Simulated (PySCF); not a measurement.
## From computed data to an observable: oscillator strength and radiative lifetime

Si(H)2(OH)(PH2) (H5OPSi), SMILES O[SiH2]P.

Coordinates come from a TPSSh-D3(BJ)/def2-TZVP optimisation. One conformer was computed; it need not be the lowest.

TDA-CAM-B3LYP/def2-SVPD run with PySCF puts the first singlet state with f over 0.02 at 6.46 eV (vertical), with the transition dipole (0.219, -0.508, 0.122) in atomic units.

### Question
Find the oscillator strength, the wavelength and the radiative lifetime that this transition would have in vacuum if emission retraced absorption.

### Answer

|μ|² = 0.3209 au, so |μ| = 1.44 D. ΔE = 6.46/27.211 = 0.2374 hartree. f = (2/3) ΔE |μ|² = 0.051 (the program prints 0.051).
λ = 1239.84/6.46 = 192 nm; ν = 52103 cm⁻¹.
Einstein's coefficient A = 0.6670 ν² f s⁻¹ (ν in cm⁻¹) = 9.2e7 s⁻¹, so τ = 1/A = 11 ns. This state is S1. The figure is the radiative limit of this one transition; relaxation, internal conversion, crossing to triplets and a medium change what is measured.
